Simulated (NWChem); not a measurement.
Species: vinylidene fluoride (C2H2F2); SMILES FC(F)=C

Results from NWChem. Pople sets run with spherical d functions. Structure relaxed at the PBE0/def2-SVP level. Computed dipoles belong to the equilibrium geometry; the measured one is vibrationally averaged.

Measured dipole moment: 1.38 D (NIST CCCBDB, as tabulated in the package chemicals).

```csv
level,dipole moment (D),computed − measured
B3LYP/STO-3G,0.07,-1.31
B3LYP/3-21G,1.00,-0.38
B3LYP/6-31G*,0.91,-0.47
B3LYP/6-31+G*,[?],[?]
B3LYP/def2-SVP,1.00,-0.38
B3LYP/def2-SVPD,1.28,-0.10
B3LYP/def2-TZVP,1.12,-0.26
B3LYP/6-311++G**,[?],[?]
B3LYP/aug-cc-pVTZ,1.19,-0.19
```

### Question
What belongs in the gaps?

### Answer

- B3LYP/6-311++G**, dipole moment (D): 1.33
- B3LYP/6-311++G**, computed − measured: -0.05
- B3LYP/6-31+G*, dipole moment (D): 1.27
- B3LYP/6-31+G*, computed − measured: -0.11
